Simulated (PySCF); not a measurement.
C$_{6}$H$_{6}$, charge -1, doublet, at a GFN2-xTB geometry (a state made from the parent by changing its charge; the spin is typed, not shown lowest) (in this run its highest filled SCF level lies above zero, so its values depend strongly on the basis, on diffuse functions most of all); MP2/def2-SV(P) in PySCF.

PySCF was given this input:
```python
from pyscf import gto, scf, mp

mol = gto.Mole()
mol.atom = '''
    C    -0.792095    1.144029    0.042949
    C    -1.408159   -0.087049   -0.052194
    C    -0.579659   -1.283657   -0.097117
    C     0.792095   -1.144029   -0.042949
    C     1.408159    0.087049    0.052194
    C     0.579659    1.283657    0.097117
    H    -1.414754    2.043341    0.076710
    H    -2.490173   -0.178891   -0.093812
    H    -1.048452   -2.261179   -0.171985
    H     1.414754   -2.043341   -0.076710
    H     2.490173    0.178891    0.093812
    H     1.048452    2.261179    0.171985
'''
mol.basis = 'def2-sv(p)'
mol.charge = -1
mol.spin = 1
mol.verbose = 4
mol.build()

mf = scf.UHF(mol)
mf.kernel()

pt = mp.MP2(mf, frozen=6)
pt.kernel()
print('E(MP2) = %.10f' % pt.e_tot)
```

Problem. What does PySCF print? Leave out banner, timings and long lists.

Solution. 
```
PySCF version 2.14.0

[INPUT] verbose = 4
[INPUT] num. atoms = 12
[INPUT] num. electrons = 43
[INPUT] charge = -1
[INPUT] spin (= nelec alpha-beta = 2S) = 1
[INPUT] symmetry False subgroup None
[INPUT] Mole.unit = angstrom
[INPUT] Symbol           X                Y                Z      unit          X                Y                Z       unit  Magmom
[INPUT]  1 C     -0.792095000000   1.144029000000   0.042949000000 AA   -1.496842614637   2.161901488560   0.081161847324 Bohr   0.0
[INPUT]  2 C     -1.408159000000  -0.087049000000  -0.052194000000 AA   -2.661034849841  -0.164498769417  -0.098632365346 Bohr   0.0
[INPUT]  3 C     -0.579659000000  -1.283657000000  -0.097117000000 AA   -1.095396755639  -2.425760167881  -0.183524532039 Bohr   0.0
[INPUT]  4 C      0.792095000000  -1.144029000000  -0.042949000000 AA    1.496842614637  -2.161901488560  -0.081161847324 Bohr   0.0
[INPUT]  5 C      1.408159000000   0.087049000000   0.052194000000 AA    2.661034849841   0.164498769417   0.098632365346 Bohr   0.0
[INPUT]  6 C      0.579659000000   1.283657000000   0.097117000000 AA    1.095396755639   2.425760167881   0.183524532039 Bohr   0.0
[INPUT]  7 H     -1.414754000000   2.043341000000   0.076710000000 AA   -2.673497593633   3.861354869095   0.144960891015 Bohr   0.0
[INPUT]  8 H     -2.490173000000  -0.178891000000  -0.093812000000 AA   -4.705744972787  -0.338054996150  -0.177278987198 Bohr   0.0
[INPUT]  9 H     -1.048452000000  -2.261179000000  -0.171985000000 AA   -1.981287134752  -4.273009028618  -0.325004547533 Bohr   0.0
[INPUT] 10 H      1.414754000000  -2.043341000000  -0.076710000000 AA    2.673497593633  -3.861354869095  -0.144960891015 Bohr   0.0
[INPUT] 11 H      2.490173000000   0.178891000000   0.093812000000 AA    4.705744972787   0.338054996150   0.177278987198 Bohr   0.0
[INPUT] 12 H      1.048452000000   2.261179000000   0.171985000000 AA    1.981287134752   4.273009028618   0.325004547533 Bohr   0.0

nuclear repulsion = 202.123586956818
number of shells = 48
number of NR pGTOs = 168
number of NR cGTOs = 96
basis = def2-sv(p)
ecp = {}

******** <class 'pyscf.scf.uhf.UHF'> ********
method = UHF
initial guess = minao
damping factor = 0
level_shift factor = 0
DIIS = <class 'pyscf.scf.diis.CDIIS'>
diis_start_cycle = 1
diis_space = 8
diis_damp = 0
SCF conv_tol = 1e-09
SCF conv_tol_grad = None
SCF max_cycles = 50
direct_scf = True
direct_scf_tol = 1e-13
number electrons alpha = 22  beta = 21
Set gradient conv threshold to 3.16228e-05
init E= -231.975118695059

cycle= 1 E= -230.344107243938  delta_E= 1.63  |g|= 0.312  |ddm|= 2.93
cycle= 2 E= -230.413925170368  delta_E= -0.0698  |g|= 0.106  |ddm|= 0.732
cycle= 3 E= -230.42220418527  delta_E= -0.00828  |g|= 0.049  |ddm|= 0.198
cycle= 4 E= -230.424426194685  delta_E= -0.00222  |g|= 0.0175  |ddm|= 0.0869
cycle= 5 E= -230.425398521898  delta_E= -0.000972  |g|= 0.00816  |ddm|= 0.0635
cycle= 6 E= -230.425631541236  delta_E= -0.000233  |g|= 0.003  |ddm|= 0.04
cycle= 7 E= -230.425645649127  delta_E= -1.41e-05  |g|= 0.000834  |ddm|= 0.00935
cycle= 8 E= -230.425646963698  delta_E= -1.31e-06  |g|= 0.000345  |ddm|= 0.00245
cycle= 9 E= -230.425647205248  delta_E= -2.42e-07  |g|= 0.000113  |ddm|= 0.00127
cycle= 10 E= -230.425647233237  delta_E= -2.8e-08  |g|= 3.22e-05  |ddm|= 0.000477
cycle= 11 E= -230.42564723523  delta_E= -1.99e-09  |g|= 7.84e-06  |ddm|= 0.000132
cycle= 12 E= -230.425647235328  delta_E= -9.82e-11  |g|= 2.23e-06  |ddm|= 2.85e-05
Extra cycle  E= -230.425647235331  delta_E= -3.3e-12  |g|= 1.07e-06  |ddm|= 4.35e-06
converged SCF energy = -230.425647235331  <S^2> = 0.83755512  2S+1 = 2.0857182

******** <class 'pyscf.mp.ump2.UMP2'> ********
nocc = (np.int64(16), np.int64(15)), nmo = (90, 90)
frozen orbitals 6
E(UMP2) = -231.165805258319  E_corr = -0.740158022987859
E(SCS-UMP2) = -231.143072124153  E_corr = -0.717424888821733
E_corr(same-spin) = -0.197036237035037
E_corr(oppo-spin) = -0.543121785952823
E(MP2) = -231.1658052583
```
